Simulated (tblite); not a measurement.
Run record: tight-binding relaxation, `[O]1[Ge@H]([C@H](F)[C@@H](C1)C)[O]C`.

Computed with GFN2-xTB geometry optimisation, gas phase (tblite 0.8.0). Start geometry: from a force field or distance geometry. The input is one job of a driver script: a line of settings, then coordinates in Å.

Command:
```bash
OMP_NUM_THREADS=1 python probes_run.py task.json out
```

Input:
```
{"job": {"kind": "relax", "xc": "GFN2-xTB", "basis": "xTB"}, "charge": 0, "multiplicity": 1}
C      2.870900    -0.953200    -0.483200
O      1.751400    -0.832900    -1.349600
Ge     1.025300     0.745800    -1.068500
O      0.924400     0.971800     0.703500
C     -0.243800     0.413700     1.155200
C     -1.089100    -0.125500     0.070400
C     -2.531800    -0.329500     0.439600
C     -0.934200     0.699200    -1.191500
F     -1.499800     1.921800    -0.983900
H      2.798300    -1.868200     0.138800
H      2.891800    -0.079600     0.215300
H      3.759400    -0.978000    -1.137400
H      1.643100     1.907100    -1.804700
H      0.062600    -0.444400     1.800200
H     -0.835500     1.088100     1.831700
H     -0.707100    -1.142100    -0.185200
H     -2.886500    -1.285800    -0.023300
H     -3.144400     0.481600    -0.000100
H     -2.577900    -0.358700     1.551400
H     -1.282000     0.179600    -2.091500
```

Output:
```
step      E/eV     max force
  0    -846.16604    2.580
  1    -846.42546    0.926
  2    -846.53222    0.666
  3    -846.63939    0.788
  4    -846.73049    0.714
  5    -846.79635    0.432
  6    -846.82804    0.373
  7    -846.85490    0.375
  8    -846.88017    0.391
  9    -846.90275    0.297
... (133 lines left out)
143    -847.27903    0.014
144    -847.27908    0.012
145    -847.27912    0.013
146    -847.27915    0.014
147    -847.27919    0.015
148    -847.27922    0.015
149    -847.27926    0.013
150    -847.27928    0.011
151    -847.27930    0.013
152    -847.27932    0.009
```

«max force» is the largest atomic force in eV/Å.

Q: From which step on does the largest force stay under 0.1 eV/Å, and how much energy is left to gain from there?

A: From step 86 (0.090 eV/Å), 13.9 meV above the end.

Summary of the converged run: energy lowered by 25.7 kcal/mol over 152 steps; largest atomic force 0.009 eV/Å at the end.

Q: Where do the atoms end?

A: 0.699 Å rms from the input after alignment:
```
atom  x, y, z in Å
C1     3.0763   -1.0908   -0.8334
O2     2.5628    0.1301   -1.3313
Ge3    1.0991    0.9663   -0.8791
O4     0.8980    0.9167    0.8986
C5    -0.4459    0.7019    1.2756
C6    -1.1472   -0.2342    0.2748
C7    -2.6472   -0.3157    0.5198
C8    -0.7930    0.2571   -1.1214
F9    -1.5459    1.3696   -1.4652
H10    2.6039   -1.9423   -1.3286
H11    2.9339   -1.1761    0.2452
H12    4.1443   -1.0969   -1.0547
H13    1.4056    2.3321   -1.4304
H14   -0.4360    0.2595    2.2751
H15   -0.9825    1.6553    1.3181
H16   -0.6927   -1.2275    0.3775
H17   -3.1072   -1.0179   -0.1718
H18   -3.1057    0.6595    0.3762
H19   -2.8441   -0.6465    1.5366
H20   -0.9816   -0.4895   -1.8945
```

On one thread, Arm Neoverse V1 (aarch64), no GPU, shared host with 32 logical CPUs at a one-minute load of 20, this took 1.3 s.
Labels such as C1 count atoms from 1, the log's own numbers from 0.
